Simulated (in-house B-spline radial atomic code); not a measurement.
Ionisation energies along the 6-electron series, configuration 1s2 2s2 2p1/2(2), as differences of self-consistent energies. Dirac energy differences include first-order Breit, QED and recoil terms. NIST's values go from ground level to ground level; the uncertainty of those that are theory runs from under 0.1 % in few-electron ions to several per cent in heavy many-electron ones. Computed with an all-electron radial atomic-structure program (B-spline basis): Dirac-Hartree-Fock, jj configuration that fills j = l - 1/2 first, finite nuclei.

A number in brackets counts the electrons of a j subshell.

| ion | configuration after | ionisation energy (eV) | IE/(q+1)² (eV) | -ε less Coulomb ΔSCF (eV) | Breit and QED recoil part (eV) | tabulated value (eV) | tabulated kind | computed minus tabulated (eV) |
| --- | --- | --- | --- | --- | --- | --- | --- | --- |
| Gd58+ | [He] 2s2 2p1/2(1) | 13182.2 | 3.7869 | 1.5102 | -24.264 | 13183 | tabulated theory | -1 |
| Tb59+ | [He] 2s2 2p1/2(1) | 13657.1 | 3.7937 | 1.5231 | -25.633 | 13658 | tabulated theory | -1 |
| Dy60+ | [He] 2s2 2p1/2(1) | 14142.4 | 3.8007 | 1.5364 | -27.063 | 14144 | tabulated theory | -2 |
| Ho61+ | [He] 2s2 2p1/2(1) | 14638.2 | 3.8081 | 1.5501 | -28.554 | 14639 | tabulated theory | -1 |
| Er62+ | [He] 2s2 2p1/2(1) | 15144.6 | 3.8157 | 1.5643 | -30.111 | 15146 | tabulated theory | -1 |
| Tm63+ | [He] 2s2 2p1/2(1) | 15661.8 | 3.8237 | 1.579 | -31.735 | 15663 | tabulated theory | -1 |
| Yb64+ | [He] 2s2 2p1/2(1) | 16190.1 | 3.832 | 1.5941 | -33.429 | 16191 | tabulated theory | -1 |
| Lu65+ | [He] 2s2 2p1/2(1) | 16729.4 | 3.8406 | 1.6098 | -35.196 | 16730 | tabulated theory | -1 |
| Hf66+ | [He] 2s2 2p1/2(1) | 17280.2 | 3.8495 | 1.6259 | -37.038 | 17280 | tabulated theory | 0 |
